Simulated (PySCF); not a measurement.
Te(SH)(GeH3) (GeH4STe), SMILES S[Te][GeH3].

Geometry optimised at B3LYP-D3(BJ)/def2-SVP. The structure was generated by enumeration, and PubChem lists no compound with its InChIKey, so it may never have been made. The def2 effective core potentials stand for the cores of Te; spin–orbit coupling is left out. The values are those of a single conformer.

Method: CAM-B3LYP/def2-TZVPD (PySCF).

Gas-phase values at a fixed geometry.

| Property | Value |
|---|---|
| total energy | -2745.78812 hartree |
| highest occupied level | -7.81 eV |
| lowest empty level | -1.15 eV |
| orbital gap | 6.66 eV |
| dipole moment | 0.302 e·Å |
| quadrupole, principal values (traceless, Buckingham form, about the centre of nuclear charge) | -3.65, 0.31, 3.34 D·Å |
| mean static polarisability | 101.1 bohr³ (14.99 Å³) |
| polarisability, principal values | 79.5, 100.2, 123.7 bohr³ |
